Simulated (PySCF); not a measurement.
A calculated (PBE0, PySCF 2.14, def2-SVP, the non-relativistic Hamiltonian (point nucleus)) atom or ion has these occupied shells.

```tsv
shell	electrons	orbital energy (eV)	rms radius, mean of both spins (bohr)
1s α	1	-4422.6	0.0852
1s β	1	-4422.6	0.0852
2s α	1	-498.17	0.375
2s β	1	-497.91	0.375
2p α	3	-413.74	0.342
2p β	3	-413.51	0.342
3s α	1	-74.536	1.16
3s β	1	-73.559	1.16
3p α	3	-52.203	1.27
3p β	3	-51.113	1.27
3d α	1	-20.551	1.74
```

Task: Name the element and its charge.

Result: Sc²⁺ (scandium, charge +2), in [Ar] 3d1, 2D determinant.
